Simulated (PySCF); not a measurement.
Choosing a molecule for a target property.

All species are isolated and taken at one optimised geometry, non-relativistic unless stated. Electronic properties by PySCF.

Dipoles, sizes and rotational constants follow the conformer. The torsions of the flexible species, by atom-mapped SMILES:
- `[CH3:1][CH2:2][O:3][CH:4]=[C:5]=[O:6]`: C1–C2–O3–C4 180°, C2–O3–C4–C5 0°
- `[CH3:1][O:2][Si@H:3]([NH2:4])[S:5][CH3:6]`: C1–O2–Si3–N4 -58°, O2–Si3–S5–C6 -49°, H–N4–Si3–O2 -44°, H–N4–Si3–O2 -178°
- `[N:1]#[C:2]/[C:3]([F:4])=[C:5](\[F:6])[CH:7]([F:8])[F:9]`: C3–C5–C7–F8 59°
- `[OH:1][CH2:2][c:3]1[n:4][c:5]([CH:6]([F:7])[F:8])[n:9][o:10]1`: O1–C2–C3–N4 22°, N4–C5–C6–F7 -54°, H–O1–C2–C3 -39°

**Question.** Wanted: lowest triplet excitation (Tamm–Dancoff) between 2.2 eV and 4 eV (TDA PBE0/def2-SVPD) and dipole moment above 2.6 D (PBE0/def2-SVPD), at GFN2-xTB geometries. Which candidate meets both?
A. `OCc1nc(C(F)F)no1`
B. `C#C/C(F)=C(/C#C)C#N`
C. `CCOC=C=O`
D. `CO[Si@H](N)SC`
E. `C[C@@H]1OCC1=O`
F. `N#C/C(F)=C(\F)C(F)F`

**Answer.** F. Computed values:
| species | lowest triplet excitation (Tamm–Dancoff) | dipole moment |
| --- | --- | --- |
| CCOC=C=O | 1.95 eV | 1.32 D |
| C#C/C(F)=C(/C#C)C#N | 2.47 eV | 2.47 D |
| N#C/C(F)=C(\F)C(F)F | 3.31 eV | 2.69 D |
| C[C@@H]1OCC1=O | 3.72 eV | 1.17 D |
| OCc1nc(C(F)F)no1 | 4.56 eV | 1.84 D |
| CO[Si@H](N)SC | 5.09 eV | 1.53 D |

**Question.** Wanted: HOMO energy above -6.4 eV (PBE0/def2-SVPD) and smallest rotational constant above 1 GHz (GFN2-xTB), at GFN2-xTB geometries. Which candidate meets both?
A. `C#C/C(F)=C(/C#C)C#N`
B. `CCOC=C=O`
C. `CO[Si@H](N)SC`
D. `C[C@@H]1OCC1=O`

**Answer.** B. Computed values:
| species | HOMO energy | smallest rotational constant |
| --- | --- | --- |
| C[C@@H]1OCC1=O | -7.69 eV | 2.501 GHz |
| C#C/C(F)=C(/C#C)C#N | -7.59 eV | 0.889 GHz |
| CO[Si@H](N)SC | -6.63 eV | 1.172 GHz |
| CCOC=C=O | -6.22 eV | 1.615 GHz |

**Question.** Wanted: lowest singlet excitation between 3 eV and 5 eV (TDDFT PBE0/def2-SVPD) and static isotropic polarisability below 80 au (PBE0/def2-SVPD), at GFN2-xTB geometries. Which candidate meets both?
A. `CS[Si@@H](N)OC`
B. `C[C@@H]1OCC1=O`
C. `C#C/C(=C(/C#C)F)C#N`
D. `C(=C=O)OCC`
E. `OCc1nc(C(F)F)no1`

**Answer.** B. Computed values:
| species | lowest singlet excitation | static isotropic polarisability |
| --- | --- | --- |
| C(=C=O)OCC | 2.43 eV | 56.0 au |
| C[C@@H]1OCC1=O | 4.31 eV | 52.7 au |
| C#C/C(=C(/C#C)F)C#N | 4.48 eV | 93.2 au |
| CS[Si@@H](N)OC | 5.46 eV | 84.2 au |
| OCc1nc(C(F)F)no1 | 6.01 eV | 67.9 au |

**Question.** Wanted: electronic spatial extent ⟨r²⟩ about the centre of nuclear charge between 600 bohr² and 1100 bohr² (PBE0/def2-SVPD) and HOMO–LUMO gap above 5.5 eV (PBE0/def2-SVPD), at GFN2-xTB geometries. Which candidate meets both?
A. `CO[Si@H](N)SC`
B. `C#C/C(F)=C(/C#C)C#N`
C. `N#C/C(F)=C(\F)C(F)F`
D. `OCc1nc(C(F)F)no1`
E. `C[C@@H]1OCC1=O`
F. `CCOC=C=O`

**Answer.** A. Computed values:
```csv
species,electronic spatial extent ⟨r²⟩ about the centre of nuclear charge,HOMO–LUMO gap
C[C@@H]1OCC1=O,520 bohr²,6.55 eV
CCOC=C=O,717 bohr²,4.52 eV
CO[Si@H](N)SC,1048 bohr²,6.84 eV
N#C/C(F)=C(\F)C(F)F,1155 bohr²,6.20 eV
C#C/C(F)=C(/C#C)C#N,1173 bohr²,4.72 eV
OCc1nc(C(F)F)no1,1584 bohr²,7.28 eV
```
